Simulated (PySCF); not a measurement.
Can point charges reproduce the dipole moment of `C=CP(CC)C(F)(F)F`?

Coordinates (GFN2-xTB, Å) and charges (e) from the PBE0/pcSseg-1 density (PySCF):

```tsv
atom	x	y	z	Mulliken	IAO	Hirshfeld	ESP-fitted
C1	-1.168	2.039	-1.153	-0.0964	-0.2691	-0.0730	-0.3138
C2	-0.906	1.065	-0.295	-0.4489	-0.3450	-0.0991	-0.0605
P3	-0.148	-0.505	-0.826	+0.3747	+0.4845	+0.1447	-0.2429
C4	1.067	-0.723	0.566	-0.4857	-0.4338	-0.1142	+0.1947
C5	2.242	0.233	0.399	-0.2653	-0.4176	-0.1191	-0.3069
C6	-1.482	-1.595	-0.037	+0.6293	+0.6246	+0.2070	+0.4585
F7	-1.099	-2.880	-0.006	-0.2719	-0.2827	-0.0991	-0.1633
F8	-1.796	-1.264	1.229	-0.2740	-0.2861	-0.0879	-0.1886
F9	-2.624	-1.541	-0.737	-0.2654	-0.2788	-0.1025	-0.1492
H10	-1.611	2.971	-0.841	+0.1304	+0.1598	+0.0569	+0.1485
H11	-0.949	1.939	-2.203	+0.1260	+0.1569	+0.0500	+0.1906
H12	-1.126	1.167	0.763	+0.1499	+0.1518	+0.0408	+0.1324
H13	0.568	-0.553	1.525	+0.1571	+0.1439	+0.0333	+0.0022
H14	1.418	-1.759	0.535	+0.1614	+0.1552	+0.0410	+0.0326
H15	2.738	0.069	-0.556	+0.1239	+0.1437	+0.0394	+0.1081
H16	1.903	1.267	0.432	+0.1248	+0.1427	+0.0352	+0.0912
H17	2.968	0.082	1.194	+0.1302	+0.1499	+0.0466	+0.0661
```

**Question.** Compute μ = Σ q r for each scheme (1 e·Å = 4.803 D) and compare with the dipole of the full density.

**Answer.** The full density gives (1.64, 2.15, 0.38) D, 2.73 D in size; dipole vectors point from the negative to the positive end.

| scheme | μx | μy | μz | size (D) | share of the full size (%) | angle to the full dipole (°) |
| --- | --- | --- | --- | --- | --- | --- |
| Mulliken | 3.30 | 2.75 | -2.00 | 4.74 | 174 | 35 |
| IAO | 2.98 | 2.26 | -2.25 | 4.37 | 160 | 42 |
| Hirshfeld | 0.95 | 1.08 | -0.78 | 1.64 | 60 | 37 |
| ESP-fitted | 1.69 | 2.15 | 0.32 | 2.75 | 101 | 2 |

**Question.** Which set comes closest?

**Answer.** Length of the difference vector: ESP-fitted 0.08 D, Hirshfeld 1.72 D, IAO 2.96 D, Mulliken 2.97 D. Closest: ESP-fitted. The schemes that divide the density aren't constrained to reproduce the dipole.

**Question.** What is left for the Hirshfeld atoms' own dipoles?

**Answer.** The shares of the density sum to the whole, so what Σ q r misses lies in dipoles about the nuclei. The atomic dipoles sum to (1.64, 2.15, 0.38) − (0.95, 1.08, -0.78) = (0.69, 1.07, 1.16) D, 1.72 D in size.

**Question.** With the origin at the mean of the coordinates, (0.000, 0.001, -0.001) Å, which are the largest single terms, by size, of the Mulliken dipole along the direction of the full one?

**Answer.** C6 -6.50, F7 +3.83, F9 +3.69, F8 +2.50, C5 -2.02 D; all 17 atoms together +3.87 D. The single terms depend on the origin, their sum doesn't.

**Question.** Give the size of the full dipole in other units.

**Answer.** 2.73 D = 1.075 au = 0.569 e·Å = 9.11 × 10⁻³⁰ C·m.

One conformer (not necessarily the lowest) at the GFN2-xTB geometry, without solvent, vibrations or thermal averaging.

The run behind these numbers computed NMR shieldings as well. On one thread of an Intel Xeon 6975P-C, shared host, this took 26 s and 0.82 GiB of memory at its peak.

Conformer computed: `[CH2:1]=[CH:2][P:3]([CH2:4][CH3:5])[C:6]([F:7])([F:8])[F:9]`: C1–C2–P3–C4 137°, C2–P3–C4–C5 -75°, C2–P3–C6–F7 -168°.
